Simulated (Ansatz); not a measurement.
The cluster Zn2I5⁻, relaxed as a singlet with RKS r2SCAN-D4/def2-SVPD in Ansatz, starting from the GFN1-xTB geometry. Force threshold 0.02 eV/Å.

In the def2 sets I takes a core potential; there is no spin–orbit coupling. Another isomer (singlet) lies 0.55 eV lower at PBE0-D4/def2-SVP; other spin states weren't run for this one.

Start:

```xyz
7

Zn   -0.046    2.606    0.015
Zn    0.105   -2.598   -0.018
I     2.092   -4.159   -0.392
I    -2.540    2.999    0.312
I    -2.349   -3.131    0.380
I     1.895    4.256   -0.167
I     0.843    0.027   -0.130
```

Q: Estimate the energy that the relaxation releases and the steps that it takes.

A: 0.18 eV, in 8 steps; 86 s on 4 threads of Arm Neoverse V1 on a shared host. No frequencies were taken in this run, so the end may be a saddle point.

Q: Does the start keep its bonding and symmetry?

A: By distances, no bond broke or formed. The bond that changes most is Zn1–I7, from 2.73 to 2.66 Å (atoms count from 1). Point group C2 at the start, C2 at the end, both within 0.05 Å.

Q: Predict the relaxed structure.

A: 
Cartesian coordinates in Å:
```
Zn -0.011 2.276 0.021
Zn 0.108 -2.275 -0.036
I 1.768 -4.145 -0.354
I -2.489 2.228 0.295
I -2.347 -2.361 0.395
I 1.568 4.238 -0.112
I 1.403 0.039 -0.208
```
Bond lengths (bridged metal pairs left out): 6 × I–Zn 2.49 to 2.66 Å.
